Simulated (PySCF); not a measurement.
**Working out the ionisation energy of Sb**

Sb [Kr] 4d10 5s2 5p3 (4S) → Sb⁺ [Kr] 4d10 5s2 5p2 (3P). All numbers are calculated (PySCF 2.14, a scalar-relativistic core potential, in aug-cc-pwCVQZ-PP with ECP28MDF (10s10p8d6f4g1h, 169 functions)). Frozen: nothing. Energies in hartree (1 hartree = 27.21139 eV):

```
             part   Sb (lower)  Sb⁺ (upper)
              UHF  -239.278009  -238.963138
MP2 opposite-spin    -0.646912    -0.637192
    MP2 same-spin    -0.316329    -0.303650
```

Task: What does Hartree-Fock give?

Result: (-238.963138) − (-239.278009) = 0.314871 hartree = 8.568 eV.

Task: What do MP2 and SCS-MP2 (6/5 opposite-spin, 1/3 same-spin) give?

Result: The opposite-spin parts differ by 0.264 eV and the same-spin parts by 0.345 eV. MP2: 8.568 + (0.264) + (0.345) = 9.177 eV. SCS-MP2: 8.568 + 1.2 × (0.264) + (0.345)/3 = 9.000 eV.

Measured between the centres of the two terms (NIST): 9.124 eV, so MP2 (valence and next inner shell) is off by 0.053 eV.

What remains against the reference includes basis incompleteness and correlation beyond second order.
